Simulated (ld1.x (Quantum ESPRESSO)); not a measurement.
Transferability test, TM potential for Ge (Z = 32)

* Element: germanium (Ge)
* Generator: ld1.x (Quantum ESPRESSO) 7.5
* Type: norm-conserving Troullier–Martins (Kleinman–Bylander form)
* Functional: LDA (PZ)
* Relativity: scalar-relativistic
* Frozen core: [Ar] 3d10
* Valence charge: 4
* Reference configuration: 4s2 4p2
* Partial waves: 4s (bound): rc 1.90 bohr; 4p (bound): rc 1.80 bohr
* Local potential: the p channel
* Core correction: none

Energies are relative to the spin-unpolarised reference configuration 4s2 4p2; without spin polarisation the order of configurations can differ from experiment. Spin-polarised rows fill each open shell by Hund’s rule, majority spin first.

```csv
valence configuration,charge,ΔE all-electron (eV),error AE − PS (meV)
4s2 4p0,+2,23.352,+26
4s1 4p2,+1,16.413,+17
4s2 4p2.3,-0.3,-0.928,+0.3
4s2 4p1.5,+0.5,2.889,+0.3
4s0 4p4,0,16.359,+46
4s2 4p2 (spin-polarised),0,-0.563,+72
4s2 4p1 (spin-polarised),+1,7.451,+33
```

**Question.** What are ΔE and the potential's error for 4s1 4p0?

**Answer.** ΔE = 58.570 eV all-electron; the error (AE − PS) is +236 meV.

**Question.** What are ΔE and the potential's error for 4s2 4p1?

**Answer.** ΔE = 7.636 eV all-electron; the error (AE − PS) is +2.7 meV.

Levels in the configuration 4s1 4p2:

```csv
level,all-electron (eV),pseudo (eV)
4s,-21.129,-21.078
4p,-12.248,-12.227
```
